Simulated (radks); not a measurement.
In+, 48 electrons, occupied as [Kr] 4d10 5s1.5 5p0.5 (fractional occupations, a model configuration). All-electron calculation, Dirac Kohn-Sham, PBE, spin-unpolarised, spherical densities, point nucleus; open shells fill j = l - 1/2 first. Program: a radial shooting solver on a logarithmic mesh with Libxc functionals.

Radial electron density D(r) = 4 pi r^2 rho(r):

```
   r/bohr * D(r) (the largest magnitude, 79.9, reaches the edge; | marks zero)
 0.002476 |    *
 0.002859 |     *
 0.003329 |       *
 0.003844 |        *
 0.004439 |           *
 0.005168 |             *
 0.005969 |                *
 0.006893 |                    *
 0.008025 |                        *
 0.009268 |                            *
   0.0107 |                                *
  0.01246 |                                    *
  0.01439 |                                       *
  0.01662 |                                         *
  0.01935 |                                           *
  0.02234 |                                           *
   0.0258 |                                          *
  0.03004 |                                        *
  0.03469 |                                      *
  0.04007 |                                     *
  0.04664 |                                     *
  0.05387 |                                        *
  0.06221 |                                             *
  0.07242 |                                                  *
  0.08364 |                                                     *
   0.0966 |                                                      *
   0.1125 |                                                   *
   0.1299 |                                             *
     0.15 |                                        *
   0.1746 |                                     *
   0.2017 |                                      *
   0.2329 |                                          *
   0.2711 |                                            *
   0.3131 |                                         *
   0.3616 |                                  *
    0.421 |                        *
   0.4862 |                *
   0.5615 |            *
   0.6536 |             *
   0.7549 |              *
   0.8718 |              *
    1.015 |            *
    1.172 |         *
    1.354 |      *
    1.576 |   *
     1.82 |  *
    2.102 | *
    2.447 |*
    2.826 |*
    3.263 *
    3.799 *
    4.388 *
    5.067 *
    5.899 *
    6.813 *
    7.868 *
    9.159 *
```

D(r) has 4 maxima, at r = 0.0210, 0.0921, 0.271, 0.811 bohr, and minima at 0.0414, 0.177, 0.594 bohr, inside which lie 2.04, 11.17, 29.00 electrons.
